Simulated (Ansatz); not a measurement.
Basis-set extrapolation for CH6AlFSi, SMILES `C[SiH2][AlH][F]` (PBE0-D4/def2-TZVP geometry, frozen core, Ansatz). Multiplicity 1, RHF reference.

```csv
,def2-TZVPP,def2-QZVPP
HF,-671.806412,-671.829610
MP2 correlation,-0.633721,-0.684878
CCSD(T) correlation,-0.700774,not run
```

Energies in hartree. Use E(X) = E(∞) + A·exp(−7.88·√X) for Hartree–Fock and E(X) = E(∞) + B·X^(−2.97) for correlation, with X = 3 and 4, and add CCSD(T) minus MP2 of the smaller set to the MP2 limit.

Problem. What is the CCSD(T) energy at the basis-set limit?

Solution. HF limit: -671.829610 + (-0.023198) × 0.13774 = -671.83281. MP2 limit: -0.684878 + (-0.051157) × 0.74074 = -0.72277. Higher-order term: -0.700774 − (-0.633721) = -0.06705. Total: -672.62263 hartree, 303.1 kJ/mol below CCSD(T)/def2-TZVPP.
